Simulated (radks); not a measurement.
Effect of the nuclear size on the silver ion Ag+, [Kr] 4d10. Method: Dirac Kohn-Sham, exchange-only LDA, spin-unpolarised, spherical densities, finite nucleus; Fermi nuclear charge, rms radius 4.5454 fm; computed with a radial shooting solver on a logarithmic mesh with Libxc functionals. The rms radius is varied about that value; shifts are against it.

| rms radius (fm) | total energy shift (eV) | density at nucleus (e/bohr^3) | 1s1/2 shift (meV) | 2s1/2 shift (meV) | 4s1/2 shift (meV) | 5s1/2 (empty) shift (meV) |
|---|---|---|---|---|---|---|
| 3.7363 | -0.916 | 1.49e+05 | -386 | -43.2 | -1.57 | -0.141 |
| 4.309 | -0.284 | 1.461e+05 | -120 | -13.4 | -0.486 | -0.044 |
| 4.5454 | 0 | 1.451e+05 | 0.000 | 0.000 | 0.000 | 0.000 |
| 4.7999 | 0.320 | 1.44e+05 | 135 | 15.1 | 0.548 | 0.049 |
| 5.1545 | 0.791 | 1.426e+05 | 333 | 37.3 | 1.35 | 0.121 |

Slopes of the eigenvalues against <r^2> in GHz/fm^2, as finite differences over the two radii next to the reference (eigenvalue slopes, not the field-shift constants of lines): 1s1/2 13800, 2s1/2 1540, 4s1/2 55.9, 5s1/2 (empty) 5.01.
